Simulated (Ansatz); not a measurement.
`[SH][Ge]([Cl])([Cl])[Cl]` + H₂ → `[Cl][GeH]([Cl])[Cl]` + H₂S  (hydrogenolysis of a Ge–S bond)

Isolated molecules relaxed with PBE0-D4/def2-TZVP in Ansatz; ΔE leaves out vibrations. CCSD(T)/CBS adds triple-zeta CCSD(T) − MP2 to the extrapolated MP2 energy (def2 sets, frozen cores). This one scheme is used for every species. Functionals use def2-TZVPP. HSE06 is defined as in plane-wave codes. For Ge outer-core shells are correlated without core-valence functions, which leaves a few kJ/mol of doubt a bond. Scalar relativity is left out up to krypton. One conformer a species, not always the lowest.

```tsv
level	ΔE (kJ/mol)	difference from CCSD(T)/CBS
BLYP-D4	34.6	7.6
B97M-V	22.7	-4.3
CAM-B3LYP-D4	20.2	-6.8
PBE	24.8	-2.2
revPBE	22.5	-4.5
r2SCAN	29.6	2.6
HSE06	21.5	-5.5
CCSD/def2-TZVPP	18.2	-8.8
MP2/def2-QZVPP	36.8	9.8
SCS-MP2/def2-QZVPP	28.1	1.1
CCSD(T)/CBS	27.0	0
```

Largest T1 diagnostic among the species: 0.010.

The D4 term adds +14.3 kJ/mol with B3LYP and +7.8 kJ/mol with PBE0; it sums over pairs of atoms, weighted by their polarisabilities, and B3LYP, whose exchange is more repulsive, gets the larger term. Leaving LDA and LC-ωPBE aside and taking each functional with its dispersion term where it has one, the values, not all of them listed here, spread over 19.0 kJ/mol, from CAM-B3LYP-D4 to revPBE-D4. From BLYP to BHLYP (50 % exact exchange), in def2-TZVPP and without D4, ΔE moves by −6.0 kJ/mol.

B3LYP here is the variant with VWN-RPA as its local correlation; programs differ in this.
